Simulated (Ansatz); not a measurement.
Consider the redistribution: `C#[C][GeH2][CH3]` + `S[CH2][GeH3]` → `[CH3][GeH2][CH2]S` + `C#[C][GeH3]`.

Isolated molecules relaxed with PBE0-D4/def2-TZVP in Ansatz; ΔE leaves out vibrations. CCSD(T)/CBS is the MP2 limit (def2-TZVPP, def2-QZVPP) plus CCSD(T) − MP2 in def2-TZVPP, frozen cores. DFT in def2-TZVPP. B3LYP here is the variant with VWN-RPA as its local correlation; programs differ in this. For Ge outer-core shells are correlated without core-valence functions, which leaves a few kJ/mol of doubt a bond. Scalar relativity is left out up to krypton. Each species was taken in one conformer, which may not be the lowest.

| level | ΔE (kJ/mol) | difference from CCSD(T)/CBS |
| --- | --- | --- |
| PBE0-D4 | 0.4 | -0.3 |
| B2PLYP | 1.5 | 0.8 |
| r2SCAN | 1.1 | 0.4 |
| B3LYP | 2.3 | 1.6 |
| HF/def2-TZVPP | 2.9 | 2.2 |
| MP2/def2-TZVPP | 0.1 | -0.6 |
| CCSD(T)/def2-TZVPP | 0.3 | -0.4 |
| HF/def2-QZVPP | 3.2 | 2.5 |
| MP2/def2-QZVPP | 0.5 | -0.2 |
| CCSD/CBS(def2) | 1.1 | 0.4 |
| CCSD(T)/CBS | 0.7 | 0 |

Largest T1 diagnostic among the species: 0.012.
